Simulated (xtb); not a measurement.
Input for xtb: GFN1-xTB on CH4SSn (SMILES [CH3][Sn][SH]), a point of a torsion scan.

```
$ xtb mol.xyz --gfn 1 --sp --chrg 0 --uhf 0
7

C     -1.04990203    -0.12218528    -0.08762602
Sn     0.17469984     1.78328515    -0.18877504
S      1.70095478     1.03312506    -1.94303129
H     -0.54780468    -0.99745459    -0.50176640
H     -1.98346038     0.00781032    -0.64135587
H     -1.32691119    -0.35852377     0.94153907
H      1.20995554    -0.17372162    -2.15748412
```

Question: Give the final energy of this run.

Answer: -10.4719 hartree.
